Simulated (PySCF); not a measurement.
From one molecule to another.

First species: C₅H₅O₂P.
Atom-mapped SMILES: `[CH3:1][c:2]1[o:3][cH:4][p:5][c:6]1[CH:7]=[O:8]` (hydrogens: H9, H10, H11 on C1; H12 on C4; H13 on C7)

Second species: C4H5PS.
SMILES: `C#CP1(=S)CC1`

Levels: B3LYP/def2-SVPD for dipole moment, HOMO energy, LUMO energy, HOMO–LUMO gap, static isotropic polarisability and electronic spatial extent ⟨r²⟩ about the centre of nuclear charge; TDDFT B3LYP/def2-SVPD for lowest singlet excitation; TDA B3LYP/def2-SVPD for lowest triplet excitation (Tamm–Dancoff); GFN2-xTB for rotational constant A and rotational constant C. Geometries: GFN2-xTB. All species are isolated and taken at one optimised geometry, non-relativistic unless stated; the electronic structure was computed with PySCF and density fitting.

Dipoles, sizes and rotational constants follow the conformer. The torsions of the flexible species, by atom-mapped SMILES:
- `[CH3:1][c:2]1[o:3][cH:4][p:5][c:6]1[CH:7]=[O:8]`: P5–C6–C7–O8 180°

Which of the two has the higher LUMO energy, and by how much?

The second: -1.07 eV against -1.93 eV, a difference of 0.86 eV.

Which has the higher T1 energy?

The second: 3.94 eV against 3.27 eV, a difference of 0.67 eV.

Which has the higher ⟨r²⟩?

The first: 1046 bohr² against 864 bohr², a difference of 182 bohr².

Which has the higher HOMO–LUMO gap?

The second: 5.24 eV against 5.04 eV, a difference of 0.20 eV.

Which of the two has the higher rotational constant C, and by how much?

The second: 1.404 GHz against 1.057 GHz, a difference of 0.347 GHz.

Which has the higher rotational constant A?

The second: 2.923 GHz against 2.796 GHz, a difference of 0.127 GHz.

Which has the higher S1 energy?

The second: 4.24 eV against 3.81 eV, a difference of 0.43 eV.

Which of the two has the higher dipole moment, and by how much?

The second: 4.25 D against 2.49 D, a difference of 1.76 D.

On the first: The polarisability is 13.06 Å³ as a volume (1 au = 0.148185 Å³), or 1.34 au for each of the 66 electrons. The principal polarisabilities are 56.5, 97.8 and 110.1 au; their mean is the isotropic value.

On the second: S1 lies 1.00 eV below the HOMO–LUMO gap. A dipole of 4.25 D is allowed in Cs, and pure rotational transitions are dipole-allowed.
